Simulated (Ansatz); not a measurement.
A nudged elastic band was laid between two geometries of C2H8AlN + H2 (14 atoms, charge 0, multiplicity 1).

Level of theory: RKS PBE-D4/6-31G* (Ansatz).

```yaml
movable_images: 5
climbing_image: yes
spring: 5.0 eV/Å²
optimiser: quadratic models (default)
start_path: through a guess of the saddle point
force_threshold: 0.05 eV/Å
iteration_limit: 60
end_points: relaxed
```

First end point:

```xyz
14
Properties=species:S:1:pos:R:3
Al 0.036 0.134 -0.460
N 1.441 -0.271 0.592
C -0.781 -1.329 -1.502
C -0.574 2.012 -0.481
H 0.570 -0.942 2.972
H 0.436 -1.144 3.686
H 1.963 0.397 1.159
H 1.872 -1.193 0.658
H -1.847 -1.459 -1.241
H -0.750 -1.117 -2.587
H -0.280 -2.299 -1.341
H 0.140 2.664 -1.016
H -1.552 2.124 -0.979
H -0.674 2.423 0.540
```

Last end point:

```xyz
14
Properties=species:S:1:pos:R:3
Al -0.550 -0.095 0.364
N 1.486 -0.345 0.892
C -0.701 -1.414 -1.125
C -0.566 1.850 -0.074
H 1.567 -0.651 1.869
H -1.194 -0.534 1.796
H 2.012 0.532 0.796
H 1.946 -1.051 0.306
H -1.745 -1.486 -1.486
H -0.088 -1.148 -2.009
H -0.415 -2.441 -0.823
H 0.090 2.107 -0.928
H -1.581 2.187 -0.358
H -0.263 2.488 0.778
```

Question: What changes between the two ends?

Answer: Bonds broken: H5–H6. Bonds formed: Al1–H6, N2–H5. C2H8AlN + H2 becomes C2H10AlN.

Question: What energy profile does the band end with?

Answer: It converged. The highest image is number 3 of 0 to 6, 0.74 eV above the first end and 1.14 eV above the last; the last end lies 0.39 eV below the first. A structure lower than the first end lies on the path between it and the top, so the climb from that side starts below the end, which may itself be a saddle point or a shallow side well. A vibrational analysis at the climbing image gives one clearly imaginary mode, 1120i cm⁻¹: a first-order saddle point. The orbitals stay closed-shell, which can raise the energy where a bond breaks towards radicals; this wasn't checked here.

```json
{"image": "0", "path coordinate (Å)": "0.00", "energy (eV)": "0.00", "H5–H6 (Å)": "0.75", "Al1–H6 (Å)": "4.36", "N2–H5 (Å)": "2.62"}
{"image": "1", "path coordinate (Å)": "1.53", "energy (eV)": "-0.01", "H5–H6 (Å)": "0.75", "Al1–H6 (Å)": "4.06", "N2–H5 (Å)": "2.68"}
{"image": "2", "path coordinate (Å)": "3.06", "energy (eV)": "0.02", "H5–H6 (Å)": "0.76", "Al1–H6 (Å)": "3.24", "N2–H5 (Å)": "2.68"}
{"image": "3", "path coordinate (Å)": "4.59", "energy (eV)": "0.74", "H5–H6 (Å)": "1.01", "Al1–H6 (Å)": "1.88", "N2–H5 (Å)": "1.43"}
{"image": "4", "path coordinate (Å)": "5.22", "energy (eV)": "-0.07", "H5–H6 (Å)": "1.75", "Al1–H6 (Å)": "1.67", "N2–H5 (Å)": "1.05"}
{"image": "5", "path coordinate (Å)": "5.84", "energy (eV)": "-0.34", "H5–H6 (Å)": "2.40", "Al1–H6 (Å)": "1.63", "N2–H5 (Å)": "1.03"}
{"image": "6", "path coordinate (Å)": "6.47", "energy (eV)": "-0.39", "H5–H6 (Å)": "2.76", "Al1–H6 (Å)": "1.63", "N2–H5 (Å)": "1.03"}
```

Question: What is the geometry of the highest image?

Answer: 
```xyz
14
Properties=species:S:1:pos:R:3
Al -0.113 -0.003 0.019
N 1.611 -0.334 0.836
C -0.711 -1.432 -1.201
C -0.582 1.907 -0.100
H 0.478 -0.572 1.679
H -0.531 -0.561 1.765
H 2.225 0.423 1.149
H 2.167 -1.169 0.630
H -1.810 -1.442 -1.315
H -0.286 -1.296 -2.213
H -0.410 -2.436 -0.853
H -0.185 2.357 -1.029
H -1.676 2.064 -0.112
H -0.179 2.494 0.744
```

Time of the run: 100 s on 2 threads of AMD EPYC 9R14 (Zen 4), with other jobs on the host, peak memory 0.17 GiB.
